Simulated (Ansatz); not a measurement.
```yaml
crystal:
  periodic: [false, false, false]
  atoms:
    - {symbol: Li, position_ang: [-1.306772, -2.089857, 0.732451]}
    - {symbol: Li, position_ang: [1.919415, 0.035961, -0.770871]}
    - {symbol: Li, position_ang: [1.677790, -0.981377, 1.675605]}
    - {symbol: Li, position_ang: [0.139207, -1.368909, -2.160935]}
    - {symbol: Li, position_ang: [0.728833, 2.402944, -0.529473]}
    - {symbol: Li, position_ang: [-2.127808, 0.838210, -1.175384]}
    - {symbol: Li, position_ang: [-0.812907, 1.167388, 2.141637]}
    - {symbol: Li, position_ang: [-0.189922, -0.002975, 0.077148]}
    - {symbol: S, position_ang: [0.879649, -2.143720, -0.133583]}
    - {symbol: S, position_ang: [-2.328009, -0.048625, 0.927270]}
    - {symbol: S, position_ang: [0.020300, 0.920992, -2.130432]}
    - {symbol: S, position_ang: [1.400245, 1.269978, 1.346567]}
basis:
  gaussian: {orbitals: def2-mTZVPP, point_charges: [{charge: 2.00, position_ang: [4.963, -0.572, 0.818]}]}
hamiltonian: {xc: {name: B3LYP}}
scf: {omitted_lower_state_checks: [starts]}
```

```sh
$ ansatz run in.yaml --threads 4 --pin off --events-out ev --progress --plain --max-ram 8704MiB
```

Shortened log:

```
Functional definition: B3LYP
2068 factors; their error is unknown
mean field evaluation 1: about -44990.1917 eV, gradient 5.8e1 eV
mean field evaluation 2: about -44960.6594 eV, gradient 1.0e2 eV
mean field evaluation 4: about -44999.3173 eV, gradient 2.5e1 eV
mean field evaluation 8: about -45002.8667 eV, gradient 1.1e0 eV
mean field evaluation 16: about -45003.0507 eV, gradient 3.8e-2 eV
mean field evaluation 32: about -45003.0507 eV, gradient 6.2e-5 eV
mean field -45003.05072656 eV, -1653.8316100378 hartree, gradient 1.4e-5 eV, S^2 0.000000; 0 other end points of the search recorded, 0 dependent functions left out
reference -45003.05105781 eV, -1653.8316222109 hartree; 44, 44 occupied and 152, 152 virtual orbitals, 2068 factors
Total energy: -45003.05105781 eV, -1653.8316222109 hartree
Checks for a lower state left out: starts
```

It took 12 s on 4 threads of Intel Xeon Platinum 8259CL on a shared host, peak host memory 0.87 GiB.

B3LYP takes the VWN-RPA correlation.
